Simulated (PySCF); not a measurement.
Be(I)(OH) (BeHIO), SMILES [I][Be][OH]. Atoms are numbered in the order given.

```xyz
4

Be     0.0088    -1.5516     0.0000
I     -0.0023     0.6325     0.0000
O      0.0816    -2.9574     0.0000
H     -0.5640    -3.6580     0.0000
```

The structure is a stationary point at r2SCAN-D4/def2-TZVP. The def2 effective core potentials stand for the cores of I; spin–orbit coupling is left out. One conformer was computed; it need not be the lowest.

Computed with B3LYP/def2-TZVPD run with PySCF.

The molecule is in vacuum.

Computed frontier levels, gap, dipole moment and polarisability:
```json
{
  "highest_occupied_level": "-7.59 eV",
  "lowest_empty_level": "-0.96 eV",
  "orbital_gap": "6.62 eV",
  "dipole_moment": "1.74 D",
  "quadrupole, principal values (traceless, Buckingham form, about the centre of nuclear charge)": "-5.98, -2.89, 8.87 D·Å",
  "mean_static_polarisability": "54.7 bohr³ (8.10 Å³)",
  "polarisability_principal_values": "47.8, 48.0, 68.3 bohr³"
}
```
